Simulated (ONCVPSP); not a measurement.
Pseudopotential generation for P: ONCV, PBE, non-relativistic.

- Element: phosphorus
- Generator: ONCVPSP 4.0.1
- Type: optimised norm-conserving Vanderbilt (ONCV)
- Functional: PBE
- Relativity: non-relativistic
- Frozen core: [Ne]
- Valence charge: 5
- Reference configuration: 3s1.5 3p3.5
- Partial waves: 3s: rc 1.35 bohr, ncon 4, nbas 9, qcut 4.8 1/bohr, 2 projectors, debl 2.5 Ha; 3p: rc 1.80 bohr, ncon 4, nbas 7, qcut 4.5 1/bohr, 2 projectors, debl 2.4 Ha
- Local potential: polynomial inside 1.20 bohr (lpopt 5, dvloc0 6 Ha)
- Core correction: none

What the tests gave:

```json
{"Cutoffs needed": "9.9 Ha and 20 Ha (the cutoffs (Ha) at which the residual kinetic energy of the hardest occupied pseudo-wave falls to 1 and 0.1 mHa per electron)", "Ghost test": "no bound ghost flagged; GHOST(+) flagged for s at 188.6 eV", "Largest excitation error": "+1.3 meV (all-electron minus pseudo) for 3s1 3p3, out of 4 test configurations"}
```

Generation and tests took about 1.9 s on one core of a shared server CPU.
